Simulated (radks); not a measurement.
Values are calculated unless marked as measured or tabulated.
Problem. All-electron atom: the erbium ion Er10+ in [Kr] 4d10 4f10 5s2. Code: a radial shooting solver on a logarithmic mesh with Libxc functionals. Model: Dirac Kohn-Sham, PBE, spin-unpolarised, spherical densities, point nucleus; open shells are shared between the two j in proportion to 2j + 1.

Spin-orbit splittings of the eigenvalues, e(l+1/2) - e(l-1/2), with zeta = 2 splitting/(2l+1) and mean radii in bohr:

shell  occ.  splitting (eV)  zeta (eV)  <r> j=l-1/2  <r> j=l+1/2
2p        6               ?          ?      0.07146      0.07874
3p        6           192.7      128.5       0.2146       0.2282
3d       10           42.13      16.85       0.2012       0.2054
4p        6           43.66      29.11       0.5153       0.5459
4d       10           8.031      3.212       0.5707       0.5811
4f       10           1.336     0.3819       0.6708       0.6771
5p        0           8.728      5.819        1.191        1.248

Estimate the 2p splitting.

Solution. 917.2 eV (zeta = 611.4 eV).
